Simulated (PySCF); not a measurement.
Parent: `[O:1]=[CH:2][SiH3:3]`, CH4OSi.

Theory: PySCF, PBE0-D3(BJ)/def2-SVP geometry optimisation, gas phase. One conformer each, not checked by frequencies here.

```tsv
coordinate of the parent	value
O1=C2	1.205 Å
C2–Si3	1.937 Å
O1–C2–Si3	120.1°
```

**Question.** How does the shared frame change in `[O:1]=[CH:2][SiH2:3][F:4]` with O1–C2–Si3–F4 180°, CH3FOSi? Atoms pair as O1 = O1, C2 = C2, Si3 = Si3 (parent first).

**Answer.** 
| parent | relative | value in the relative | change |
| --- | --- | --- | --- |
| O1=C2 | O1=C2 | 1.207 Å | +0.002 |
| C2–Si3 | C2–Si3 | 1.920 Å | -0.017 |
| O1–C2–Si3 | O1–C2–Si3 | 117.3° | -2.8 |

Of the parent's bonds, C2–Si3 changes most (-0.017 Å). Bonds of the relative outside the shared frame: Si3–F4 1.626 Å.

**Question.** How does the shared frame change in `[O:1]=[CH:2][SiH2:3][C:4]([Cl:5])([Cl:6])[Cl:7]` with O1–C2–Si3–C4 180°, C2H3Cl3OSi? Atoms pair as O1 = O1, C2 = C2, Si3 = Si3 (parent first).

**Answer.** 
```
   parent   relative  value in the relative  change
    O1=C2      O1=C2                1.205 Å   0.000
   C2–Si3     C2–Si3                1.931 Å  -0.006
O1–C2–Si3  O1–C2–Si3                 119.1°    -1.0
```

Of the parent's bonds, C2–Si3 changes most (-0.006 Å). Bonds of the relative outside the shared frame: Si3–C4 1.915, C4–Cl5 1.785, C4–Cl6 1.785, C4–Cl7 1.775 Å.

**Question.** How does the shared frame change in `[CH3:1][SiH2:2][CH:3]=[O:4]` with C1–Si2–C3–O4 1°, C2H6OSi? Atoms pair as O1 = O4, C2 = C3, Si3 = Si2 (parent first).

**Answer.** 
```json
{"parent": "O1=C2", "relative": "O4=C3", "value in the relative": "1.207 Å", "change": "+0.002"}
{"parent": "C2–Si3", "relative": "C3–Si2", "value in the relative": "1.933 Å", "change": "-0.004"}
{"parent": "O1–C2–Si3", "relative": "O4–C3–Si2", "value in the relative": "121.1°", "change": "+1.0"}
```

Of the parent's bonds, C2–Si3 changes most (-0.004 Å). Bonds of the relative outside the shared frame: C1–Si2 1.869 Å.
